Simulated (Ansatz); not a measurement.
Method: PBE0-D3(BJ)/def2-TZVP in Ansatz (a quantum-chemistry and plane-wave program). No frequencies were computed at this level.

Ansatz 0.2 input:
```yaml
crystal:
  periodic: [false, false, false]
  atoms:
    - { symbol: C, position_ang: [-1.001832, -0.703473, -0.071417] }
    - { symbol: C, position_ang: [0.071201, 0.302311, 0.350171] }
    - { symbol: N, position_ang: [1.392758, 0.04098, -0.19169] }
    - { symbol: O, position_ang: [-0.345299, 1.570225, -0.079646] }
    - { symbol: H, position_ang: [-1.9564, -0.415416, 0.357939] }
    - { symbol: H, position_ang: [-0.739494, -1.701566, 0.270896] }
    - { symbol: H, position_ang: [-1.095062, -0.702648, -1.155215] }
    - { symbol: H, position_ang: [0.174581, 0.290656, 1.450798] }
    - { symbol: H, position_ang: [1.760602, -0.835061, 0.159006] }
    - { symbol: H, position_ang: [1.340409, -0.020884, -1.204381] }
    - { symbol: H, position_ang: [0.398536, 2.174876, 0.02252] }
basis:
  gaussian: { orbitals: def2-tzvp }
hamiltonian:
  xc: pbe0
  dispersion: d3bj
relax:
  max_steps: 150
```

Output:

```
Functional definition: PBE0
974 factors; their error is unknown
mean field evaluation 1: about -5711.5096 eV, gradient 7.0e1 eV
mean field evaluation 2: about -5705.6383 eV, gradient 8.7e1 eV
mean field evaluation 4: about -5720.9962 eV, gradient 3.7e0 eV
mean field evaluation 8: about -5721.0173 eV, gradient 4.6e-2 eV
mean field evaluation 16: about -5721.0073 eV, gradient 1.2e-4 eV
mean field -5721.00729951 eV, -210.2431404191 hartree, gradient 1.4e-5 eV, S^2 0.000000; 0 other end points of the search recorded, 0 dependent functions left out
reference -5721.00732752 eV, -210.2431414482 hartree; 17, 17 occupied and 149, 149 virtual orbitals, 974 factors
relax step   1: F+E_penalty+E_count = -5721.15418781 eV  Δ(F+E_penalty+E_count) = +0.000e0 eV  max|allowed force component| = 5.843e-1 eV/Å  Δτ_max = 0.0000 Å  (28 SCF iters, accepted)
these checks for a lower state are left out or cut short: starts, cluster_reference, orbital_swaps, neighbouring_geometries, increment
974 factors; their error is unknown
mean field -5721.02026128 eV, -210.2436167552 hartree, gradient 1.2e-5 eV, S^2 0.000000; 0 other end points of the search recorded, 0 dependent functions left out
reference -5721.02028929 eV, -210.2436177847 hartree; 17, 17 occupied and 149, 149 virtual orbitals, 974 factors
relax step   2: F+E_penalty+E_count = -5721.16718638 eV  Δ(F+E_penalty+E_count) = -1.300e-2 eV  max|allowed force component| = 2.181e-1 eV/Å  Δτ_max = 0.0446 Å  (31 SCF iters, accepted)
these checks for a lower state are left out or cut short: starts, cluster_reference, orbital_swaps, neighbouring_geometries, increment
974 factors; their error is unknown
mean field evaluation 32: about -5721.0248 eV, gradient 1.2e-5 eV
mean field -5721.02483709 eV, -210.2437849130 hartree, gradient 1.2e-5 eV, S^2 0.000000; 0 other end points of the search recorded, 0 dependent functions left out
reference -5721.02486507 eV, -210.2437859413 hartree; 17, 17 occupied and 149, 149 virtual orbitals, 974 factors
relax step   3: F+E_penalty+E_count = -5721.17184016 eV  Δ(F+E_penalty+E_count) = -4.654e-3 eV  max|allowed force component| = 9.492e-2 eV/Å  Δτ_max = 0.0512 Å  (30 SCF iters, accepted)
these checks for a lower state are left out or cut short: starts, cluster_reference, orbital_swaps, neighbouring_geometries, increment
974 factors; their error is unknown
mean field -5721.02722338 eV, -210.2438726079 hartree, gradient 1.2e-5 eV, S^2 0.000000; 0 other end points of the search recorded, 0 dependent functions left out
reference -5721.02725143 eV, -210.2438736385 hartree; 17, 17 occupied and 149, 149 virtual orbitals, 974 factors
relax step   4: F+E_penalty+E_count = -5721.17411824 eV  Δ(F+E_penalty+E_count) = -2.278e-3 eV  max|allowed force component| = 1.738e-1 eV/Å  Δτ_max = 0.0623 Å  (30 SCF iters, accepted)
these checks for a lower state are left out or cut short: starts, cluster_reference, orbital_swaps, neighbouring_geometries, increment
974 factors; their error is unknown
mean field -5721.02842977 eV, -210.2439169416 hartree, gradient 1.2e-5 eV, S^2 0.000000; 0 other end points of the search recorded, 0 dependent functions left out
reference -5721.02845778 eV, -210.2439179709 hartree; 17, 17 occupied and 149, 149 virtual orbitals, 974 factors
relax step   5: F+E_penalty+E_count = -5721.17526876 eV  Δ(F+E_penalty+E_count) = -1.151e-3 eV  max|allowed force component| = 2.750e-2 eV/Å  Δτ_max = 0.0255 Å  (31 SCF iters, accepted)
these checks for a lower state are left out or cut short: starts, cluster_reference, orbital_swaps, neighbouring_geometries, increment
974 factors; their error is unknown
mean field -5721.02854214 eV, -210.2439210711 hartree, gradient 1.2e-5 eV, S^2 0.000000; 0 other end points of the search recorded, 0 dependent functions left out
reference -5721.02857014 eV, -210.2439221002 hartree; 17, 17 occupied and 149, 149 virtual orbitals, 974 factors
relax step   6: F+E_penalty+E_count = -5721.17541091 eV  Δ(F+E_penalty+E_count) = -1.422e-4 eV  max|allowed force component| = 1.279e-2 eV/Å  Δτ_max = 0.0088 Å  (31 SCF iters, accepted)
these checks for a lower state are left out or cut short: starts, cluster_reference, orbital_swaps, neighbouring_geometries, increment
974 factors; their error is unknown
mean field -5721.02854570 eV, -210.2439212022 hartree, gradient 1.2e-5 eV, S^2 0.000000; 0 other end points of the search recorded, 0 dependent functions left out
reference -5721.02857371 eV, -210.2439222314 hartree; 17, 17 occupied and 149, 149 virtual orbitals, 974 factors
relax step   7: F+E_penalty+E_count = -5721.17543110 eV  Δ(F+E_penalty+E_count) = -2.019e-5 eV  max|allowed force component| = 3.350e-3 eV/Å  Δτ_max = 0.0042 Å  (32 SCF iters, accepted)
974 factors; their error is unknown
mean field evaluation 64: about -5721.0286 eV, gradient 2.7e-4 eV
mean field -5721.02854570 eV, -210.2439212022 hartree, gradient 1.2e-5 eV, S^2 0.000000; 1 other end points of the search recorded, 0 dependent functions left out
reference -5721.02857371 eV, -210.2439222314 hartree; 17, 17 occupied and 149, 149 virtual orbitals, 974 factors
Total energy: -5721.17545911 eV, -210.2493201703 hartree
Atom 0 at    -1.008356    -0.679641    -0.081589 Å, force    -0.002094    -0.003064    -0.001743 eV/Å
Atom 1 at     0.070729     0.293975     0.341472 Å, force     0.001747    -0.001146    -0.003350 eV/Å
Atom 2 at     1.380897     0.057847    -0.225998 Å, force    -0.001487     0.001084     0.000800 eV/Å
Atom 3 at    -0.366299     1.575251    -0.042702 Å, force    -0.001926     0.002645    -0.000292 eV/Å
Atom 4 at    -1.966484    -0.415397     0.369743 Å, force     0.000210     0.000250     0.000597 eV/Å
Atom 5 at    -0.746578    -1.695411     0.221439 Å, force    -0.000215     0.000135     0.000615 eV/Å
Atom 6 at    -1.123578    -0.652409    -1.168521 Å, force     0.000464     0.000236     0.000682 eV/Å
Atom 7 at     0.195631     0.245775     1.434224 Å, force    -0.000096     0.001019     0.001374 eV/Å
Atom 8 at     1.854394    -0.702217     0.244614 Å, force     0.001679    -0.000391    -0.000125 eV/Å
Atom 9 at     1.306482    -0.177335    -1.209705 Å, force    -0.000327     0.000217     0.000494 eV/Å
Atom 10 at     0.403162     2.149562     0.026003 Å, force     0.002045    -0.000984     0.000948 eV/Å
Dipole moment:     0.206996    -0.326037     0.046389 e Å
```

Cost: about 30 core-seconds (a rough figure).
